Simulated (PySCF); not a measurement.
Bi⁷⁴⁺: ionisation energy

Bi⁷⁴⁺ [He] 2s2 2p5 [2p1/2^2 2p3/2^3, M_J = 3/2] → Bi⁷⁵⁺ [He] 2s2 2p4 [2p1/2^2 2p3/2^2, M_J = 2], as a difference of total energies. All numbers are calculated (PySCF 2.14, the two-component X2C-1e Hamiltonian, in an even-tempered Gaussian basis (16 s from 64 bohr⁻², ratio 2.4; 13 p from 83 bohr⁻², ratio 2.4; 5 d from 280 bohr⁻², ratio 2.6; 4 f from 420 bohr⁻², ratio 2.6)). Correlated levels: nothing frozen; the 22 highest virtual spinors dropped. "Screened" scales the spin-orbit matrix elements by Boettger's factors to mimic the two-electron term; Breit and QED terms are absent.

```json
{"method": "GHF (spin-free)", "ionisation energy (eV)": "21185.9"}
{"method": "GMP2 (spin-free)", "ionisation energy (eV)": "21187.7"}
{"method": "GHF (screened spin-orbit)", "ionisation energy (eV)": "20528.2"}
{"method": "GMP2 (screened spin-orbit)", "ionisation energy (eV)": "20529.9"}
```

For this ion Breit and QED terms and the two-electron picture change, all absent here, outweigh the correlation shift from GHF to GMP2.

The spin-free rows relax to the high-spin LS determinant and lack the spin-orbit shift.

The labels give the starting determinants; with spin-orbit coupling the two ends relaxed to ⟨J²⟩ = 3.75, ⟨L²⟩ = 2.04, ⟨S²⟩ = 0.79 and ⟨J²⟩ = 6.00, ⟨L²⟩ = 3.33, ⟨S²⟩ = 1.38.

For comparison: 20500 ± 90 eV (theoretical estimate listed by NIST; NIST Atomic Spectra Database, ionization energies).
